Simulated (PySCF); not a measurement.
**Spin–orbit doublets of 2p levels**

Compound: C₂H₉PSi.
Structure used (GFN2-xTB), in Å, numbered top down from 1:
```xyz
13
C2H9PSi angstrom
C      2.2532   -0.4509   -0.0025
P      0.8350    0.2971    0.9280
C     -0.5677   -0.4027   -0.0556
Si    -2.2021    0.5006    0.3210
H      3.1756    0.0408    0.3017
H      2.3245   -1.5077    0.2545
H      2.1213   -0.3476   -1.0788
H      0.8721    1.5243    0.2493
H     -0.3259   -0.3597   -1.1194
H     -0.6565   -1.4563    0.2200
H     -2.5006    0.3885    1.7471
H     -3.2563   -0.1343   -0.4755
H     -2.0769    1.9084   -0.0645
```

Computed, not measured: delta-SCF UKS SCAN, pcX-2 on the ionised atom, pcseg-1 elsewhere, spin-free X2C in PySCF 2.14.0. These are vertical core ionisation energies against the vacuum level, from separate self-consistent calculations with and without the core hole. Spin–orbit and ligand-field terms were added within each 2p shell after the spin-free SCF. The splitting includes the ligand field, and 2p3/2 is the mean of two sublevels.

| atom | mean of the 2p shell (eV) | splitting (eV) |
| --- | --- | --- |
| P2 | 136.414 | 0.895 |
| Si4 | 106.813 | 0.623 |

Problem. Where do the two lines of each doublet lie?

Solution. 2p3/2 = mean − splitting/3 and 2p1/2 = mean + 2 × splitting/3:

| atom | environment | 2p3/2 (eV) | 2p1/2 (eV) |
| --- | --- | --- | --- |
| P2 | phosphine phosphorus | 136.12 | 137.01 |
| Si4 | SiH3 silicon | 106.61 | 107.23 |

Problem. What are the 1s binding energies of the same atoms?

Solution. P2 2149.72 eV; Si4 1846.33 eV.

Problem. Which Kα1 and Kα2 emission energies and wavelengths follow?

Solution. The photon carries the difference of the 1s-hole and 2p-hole states, both at the ground state's geometry; λ = 12398.42 eV Å/E.

```
atom  Kα1 (eV)  Kα2 (eV)  λ(Kα1) (Å)  λ(Kα2) (Å)
  P2   2013.60   2012.71      6.1573      6.1601
 Si4   1739.72   1739.10      7.1267      7.1292
```

2p1/2 minus 2p3/2 by element: Si (Z = 14) 0.62 eV, P (Z = 15) 0.90 eV.

Problem. And the 1s levels of the other atoms?

Solution. C3 (sp3 carbon bound to silicon) 290.05 eV; C1 (sp3 carbon bound to phosphorus) 290.42 eV.

Isolated species at its GFN2-xTB geometry (one conformer only).
